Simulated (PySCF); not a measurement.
**Correlation energy of S⁺ (sulfur, charge +1)**

[Ne] 3s2 3p3, high-spin 4S determinant. All numbers are calculated (PySCF 2.14, the spin-free X2C one-electron Hamiltonian (Gaussian nucleus), in aug-cc-pVDZ-DK). Frozen: [Ne]; 5 electrons correlated.

MP2 pair energies summed by pair of shells (mhartree):

```tsv
pair	energy	share (%)
3s-3p	-45.00	64.6
3p-3p	-16.92	24.3
3s-3s	-7.71	11.1
```

Total MP2 correlation energy: -69.63 mhartree.

Same-spin part -18.94 and opposite-spin part -50.69 mhartree; SCS-MP2 scales them by 1/3 and 6/5 to -67.14 mhartree.

| level | correlation energy (mhartree) |
| --- | --- |
| CCSD | -88.29 |
| (T) | -1.17 |
| CCSD(T) | -89.46 |

Diagnostics: T1 = 0.0018, D1 = 0.0050, largest double amplitude 0.052.

Question: Is a single reference adequate?

Answer: Yes: T1 lies below 0.03 and no double amplitude reaches 0.07.
